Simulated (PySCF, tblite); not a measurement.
A database entry of computed molecular properties. Lists by class give the value and the number of equivalent atoms.

```json
{
 "formula": "C3H11FOSi2",
 "smiles": "CC[C@H](F)[SiH2]O[SiH3]",
 "charge": 0,
 "multiplicity": 1,
 "geometry_level": "GFN2-xTB",
 "atoms_angstrom": [
  ["C", -2.767, 1.193, -0.117],
  ["C", -1.93, -0.055, -0.38],
  ["C", -0.447, 0.175, -0.125],
  ["F", 0.026, 1.107, -1.053],
  ["Si", 0.631, -1.406, -0.273],
  ["O", 2.175, -1.013, -0.029],
  ["Si", 3.509, -0.077, -0.045],
  ["H", -2.678, 1.502, 0.923],
  ["H", -2.425, 2.01, -0.749],
  ["H", -3.816, 1.004, -0.333],
  ["H", -2.058, -0.37, -1.418],
  ["H", -2.261, -0.873, 0.262],
  ["H", -0.311, 0.664, 0.849],
  ["H", 0.276, -2.33, 0.801],
  ["H", 0.509, -1.953, -1.62],
  ["H", 3.572, 0.623, -1.323],
  ["H", 3.394, 0.847, 1.082],
  ["H", 4.591, -1.042, 0.128]
 ],
 "electronic_structure_code": "PySCF",
 "results": {
  "GFN2-xTB geometry": {
   "point_group": "C1",
   "rotational_constants_GHz": [3.857, 0.785, 0.692]
  },
  "CAM-B3LYP/def2-SVPD ground state and vertical TDDFT (core frozen in the response)": {
   "dipole_D": 1.38,
   "homo_eV": -9.33,
   "lumo_eV": 0.85,
   "S1_eV": 7.04,
   "strongest_line_of_8_singlets_eV": 8.47,
   "T1_tda_eV": 6.73,
   "polarisability_au": 90.8,
   "r2_bohr2_about_centre_of_nuclear_charge": 1681.2,
   "singlets_eV_and_f": [
    [7.04, 0.001],
    [7.43, 0.005],
    [7.74, 0.022],
    [7.93, 0.005],
    [8.06, 0.004],
    [8.44, 0.022],
    [8.47, 0.147],
    [8.51, 0.097]
   ],
   "triplets_tda_eV": [6.73, 7.07, 7.39]
  },
  "PBE0/pcSseg-1 ground state and GIAO shieldings, non-relativistic": {
   "shift_vs_computed_TMS_C_by_class_ppm": [
    [95.4, 1],
    [26.7, 1],
    [14.3, 1]
   ],
   "shift_vs_computed_TMS_H_by_class_ppm": [
    [5.19, 3],
    [4.97, 1],
    [4.89, 1],
    [4.67, 1],
    [1.69, 1],
    [1.26, 3],
    [1.15, 1]
   ],
   "shielding_other_nuclei_by_class_ppm": [
    ["O", 334.8, 1],
    ["F", 433.1, 1],
    ["Si", 377.9, 1],
    ["Si", 388.6, 1]
   ],
   "charges_hirshfeld_e_by_atom": [-0.12, -0.08, -0.03, -0.12, 0.4, -0.3, 0.4, 0.04, 0.04, 0.04, 0.04, 0.04, 0.04, -0.08, -0.08, -0.08, -0.08, -0.08]
  },
  "GFN2-xTB harmonic vibrations, gas phase": {
   "strongest_ir_bands_cm-1_km_per_mol_modes": [
    [757.6, 377.9, 1],
    [776.4, 357.1, 1],
    [817.1, 277.0, 1],
    [1109.3, 397.2, 1],
    [2259.8, 289.1, 1],
    [2281.4, 540.9, 1]
   ],
   "zpe_kcal_per_mol": 81.2
  }
 }
}
```

S1 lies 3.14 eV below the HOMO–LUMO gap; its leading configuration is HOMO→LUMO, weight 0.85. The rotational constants make it an asymmetric top with κ = (2B − A − C)/(A − C) = -0.94, nearer the prolate limit (−1).

One conformer (not necessarily the lowest) at the GFN2-xTB geometry, without solvent or vibrations. NMR classes are plain means over equivalent atoms (diastereotopic ones count apart unless rotation or inversion swaps them), as if these changed places fast; in this geometry the members of some classes differ.

Conformer computed: `[CH3:1][CH2:2][C@H:3]([F:4])[SiH2:5][O:6][SiH3:7]`: C1–C2–C3–F4 -65°, C2–C3–Si5–O6 178°, C3–Si5–O6–Si7 -31°.
